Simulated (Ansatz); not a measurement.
Stepwise reaction of `C#[C][GeH2][C]#C` with hydrogen, as a gas-phase model of exchange steps in deposition or etching. ΔE in kJ/mol; ΔG adds harmonic PBE0-D4 terms to CCSD(T)/CBS, at 1 bar.

Program: Ansatz. Geometries: PBE0-D4/def2-TZVP. ΔE: electronic, gas phase. CCSD(T)/CBS is the MP2 limit (def2-TZVPP, def2-QZVPP) plus CCSD(T) − MP2 in def2-TZVPP, frozen cores. This one scheme is used for every species. DFT in def2-TZVPP. B3LYP here is the variant with VWN-RPA as its local correlation; programs differ in this. For Ge outer-core shells are correlated without core-valence functions, which leaves a few kJ/mol of doubt a bond. Scalar relativity is left out up to krypton.

```tsv
step	reaction	PBE-D4	B3LYP-D4	ωB97M-V	CCSD(T)/CBS	ΔG(500 K)
1	`C#[C][GeH2][C]#C` + H₂ → `C#[C][GeH3]` + `C#C`	-4.8	-6.9	-7.2	-3.4	-0.3
2	`C#[C][GeH3]` + H₂ → GeH₄ + `C#C`	-3.8	-6.6	-6.4	-2.1	4.8
```

Question: By hand: ΔE of the 2 steps together at CCSD(T)/CBS.

Answer: (-3.4) + (-2.1) = -5.5 kJ/mol, or -2.8 kJ/mol a step.

In ΔE the steps differ by no more than 1.3 kJ/mol. ΔG lies between -0.3 and 4.8 kJ/mol a step. PBE-D4 differs from CCSD(T)/CBS by -1.7 to -1.4 kJ/mol a step. Isolated molecules leave out the surface, adducts and barriers. Largest T1 diagnostic: 0.013.
